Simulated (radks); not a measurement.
All-electron atom: Bi I in [Xe] 4f14 5d9 6s1.5 6p4.5 (fractional occupations, a model configuration). Method: scalar-relativistic Kohn-Sham, PBE, spin-polarised, spherical densities, finite nucleus; open shells are filled with parallel spins first (spin-orbit coupling, left out, can overturn this in heavy ions); Fermi nuclear charge, rms radius 5.5211 fm; computed with a radial shooting solver on a logarithmic mesh with Libxc functionals.

Unscreened Slater integrals over Kohn-Sham orbitals (hartree). They are taken over the spin-up orbitals.

integral      value
F0(6p,6p)   0.32429
F2(6p,6p)   0.17359
F0(6p,6s)   0.36500
G1(6p,6s)   0.21884
F0(6p,5d)   0.40466
F2(6p,5d)   0.12223
G1(6p,5d)  0.044322
G3(6p,5d)  0.038029
F0(6s,6s)   0.43197
F0(6s,5d)   0.51329
G2(6s,5d)   0.10255
F0(5d,5d)   0.74686
F2(5d,5d)   0.39221
F4(5d,5d)   0.26297

Derived for the open shells (J is the average intra-shell exchange parameter used in DFT+U). 5d: Racah B = F2/49 - 5 F4/441 = 0.005023 hartree, C = 35 F4/441 = 0.02087 hartree, C/B = 4.16, F4/F2 = 0.670, J = (F2 + F4)/14 = 0.04680 hartree. 6p: J = F2/5 = 0.03472 hartree.
